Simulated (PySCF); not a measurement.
Correlation energy of Ne (neon, neutral)

[Ne], closed-shell 1S. Computed with PySCF 2.14 in x2c-QZVPPall (7s4p3d2f1g, 57 functions), with the spin-free X2C one-electron Hamiltonian (Gaussian nucleus). Frozen: 1s2; 8 electrons correlated.

```tsv
level	correlation energy (mhartree)
CCSD	-291.26
(T)	-5.38
CCSD(T)	-296.64
```

Diagnostics: T1 = 0.0065, D1 = 0.0102, largest double amplitude 0.023.

Cost of the coupled-cluster step: roughly 0.9 core-seconds, for 8 correlated electrons.

Iterations:

```
CC2 = 0
CCSD nocc = 4, nmo = 56
frozen orbitals [0]
max_cycle = 100
direct = 0
conv_tol = 1e-08
conv_tol_normt = 1e-06
diis_space = 8
diis_start_cycle = 0
Init t2, MP2 energy = -128.974398223005  E_corr(MP2) -0.289897302619299
Init E_corr(CCSD) = -0.289897302694482
cycle = 1  E_corr(CCSD) = -0.288014976923491  dE = 0.00188232577  norm(t1,t2) = 0.0200515
cycle = 2  E_corr(CCSD) = -0.291104972365072  dE = -0.00308999544  norm(t1,t2) = 0.00497927
cycle = 3  E_corr(CCSD) = -0.291086388134629  dE = 1.85842304e-05  norm(t1,t2) = 0.00200372
cycle = 4  E_corr(CCSD) = -0.291259189878438  dE = -0.000172801744  norm(t1,t2) = 0.000548788
cycle = 5  E_corr(CCSD) = -0.291262453928772  dE = -3.26405033e-06  norm(t1,t2) = 4.78939e-05
cycle = 6  E_corr(CCSD) = -0.291257644163156  dE = 4.80976562e-06  norm(t1,t2) = 8.08307e-06
cycle = 7  E_corr(CCSD) = -0.291257830350541  dE = -1.86187385e-07  norm(t1,t2) = 1.43988e-06
cycle = 8  E_corr(CCSD) = -0.291257847430592  dE = -1.70800503e-08  norm(t1,t2) = 2.33341e-07
cycle = 9  E_corr(CCSD) = -0.291257840335313  dE = 7.09527903e-09  norm(t1,t2) = 3.3735e-08
CCSD converged
E(CCSD) = -128.9757587607209  E_corr = -0.2912578403353125
CCSD(T) correction = -0.00537712866864208
```
